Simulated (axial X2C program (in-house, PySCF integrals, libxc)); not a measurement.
## RhI: the levels of the configuration d8 s0

Computed with an in-house all-electron X2C program for linear molecules (integrals from PySCF): two-component X2C with atomic mean-field Coulomb and Gaunt terms, basis Rh dyall-v2z, I dyall-v2z (cores contracted in-house). Orbitals come from Hartree–Fock averaged over the configuration Rh d8 s0; CI then distributes these electrons over the d, s shells of Rh.

R = 2.705 Å (near the minimum of the configuration average).

Active spinors (ω > 0):

```
shell    ω  ε (eV)                   character
    d  3/2   -9.78                   100% Rh d
    d  1/2   -9.53                    97% Rh d
    d  5/2   -9.40                   100% Rh d
    d  3/2   -9.23                    97% Rh d
    d  1/2   -8.95           91% Rh d, 5% Rh s
    s  1/2   -0.45  63% Rh s, 31% Rh p, 4% I p
```

Lowest levels of this model:

| Ω | energy (cm⁻¹) | g∥ | μ (D) | configuration |
| --- | --- | --- | --- | --- |
| 3 | 0 | 7.73 | -6.90 | 100% d8 |
| 2 | 109 | 4.87 | -6.90 | 100% d8 |
| 1 | 316 | 2.23 | -6.89 | 100% d8 |
| 0 | 429 | 0.00 | -6.89 | 100% d8 |
| 4 | 528 | 10.00 | -6.94 | 100% d8 |
| 2 | 2339 | 4.87 | -6.86 | 100% d8 |
| 1 | 2373 | 1.75 | -6.87 | 100% d8 |
| 0 | 2437 | 0.00 | -6.85 | 100% d8 |
| 3 | 2610 | 6.27 | -6.93 | 100% d8 |
| 1 | 3564 | 2.05 | -6.84 | 100% d8 |
| 0 | 3707 | 0.00 | -6.84 | 100% d8 |
| 2 | 3993 | 2.30 | -6.95 | 100% d8 |
| 0 | 9818 | 0.00 | -6.83 | 100% d8 |
| 1 | 10621 | 2.15 | -6.84 | 99% d8 |
| 2 | 11771 | 5.31 | -6.84 | 99% d8 |
| 0 | 13746 | 0.00 | -6.81 | 99% d8 |
| 0 | 13899 | 0.00 | -6.79 | 99% d8 |
| 0 | 14765 | 0.00 | -6.94 | 99% d8 |
| 0 | 17638 | 0.00 | -6.81 | 100% d8 |
| 3 | 18470 | 6.01 | -6.92 | 99% d8 |
| 4 | 18676 | 8.01 | -7.04 | 99% d8 |

g∥ is the magnitude of 2⟨Lz + ge Sz⟩ for the +Ω component. μ is positive if the I end is positive.

Question: From Ω and g∥ of the lowest level, whose 2⟨Lz + ge Sz⟩ is positive, find ⟨Sz⟩ and ⟨Lz⟩ (ge = 2.0023).

Answer: Ω = ⟨Lz⟩ + ⟨Sz⟩ = 3 and ⟨Lz⟩ + ge⟨Sz⟩ = 3.865, so ⟨Sz⟩ = 0.86 and ⟨Lz⟩ = 2.14.

Occupations of the active spinors in the lowest level by ω, shell by shell in order of energy: -5/2: 0.05; -3/2: 0.95 0.95; -1/2: 1.00 0.05 0.00; 1/2: 1.00 1.00 0.00; 3/2: 1.00 1.00; 5/2: 1.00. The leading determinant has weight 0.95 among 39.

This point took 0.69 s on 1 thread of Arm Neoverse V2, on a shared host.

There is no dynamic correlation: spin–orbit spacings and, for f shells, spacings inside one term are the most reliable numbers, splittings between terms come out too wide, and energies between configurations are not reliable, so the lowest level need not be the ground state of the molecule. For d shells the ligand-field splittings (σ, π, δ) and their order can be off by a thousand cm⁻¹ or more. At most 4 roots were kept for each Ω > 0 (twice that for Ω = 0) within 3.2 eV of the lowest, so higher up levels can be missing between those listed; levels with Ω > 0 are doubly degenerate and listed once, Ω = 0 levels singly. States that fill the shells left empty in the average are placed too high.
